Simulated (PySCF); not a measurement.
Stepwise substitution at one centre (B Br-OH). All species are isolated molecules in the gas phase. One relaxed conformer stands for each flexible species; it need not be the lowest. Strings in code marks are SMILES.

The four lowest singlet excitations (Tamm–Dancoff). Method: ωB97X-D3(BJ)/def2-TZVP // PBE0-D3(BJ)/def2-TZVP run with PySCF 2.14.0. Excitations are Tamm–Dancoff values on a coarser integration grid. The basis has no diffuse functions, so Rydberg states are missing or too high.

| state | energy (eV) | wavelength (nm) | oscillator strength |
|---|---|---|---|
| S1 | 5.16 | 240 | 0.000 |
| S2 | 5.89 | 211 | 0.000 |
| S3 | 5.89 | 211 | 0.000 |
| S4 | 6.40 | 194 | 0.166 |

Question: Which member gives these states?
(A) `OB(Br)Br` (H–O–B–Br torsion 0°)
(B) `OB(O)Br` (H–O–B–Br torsion -180°, Br–B–O–H torsion 180°)
(C) `OB(O)O`
(D) `BrB(Br)Br`

Answer: D, `BrB(Br)Br`
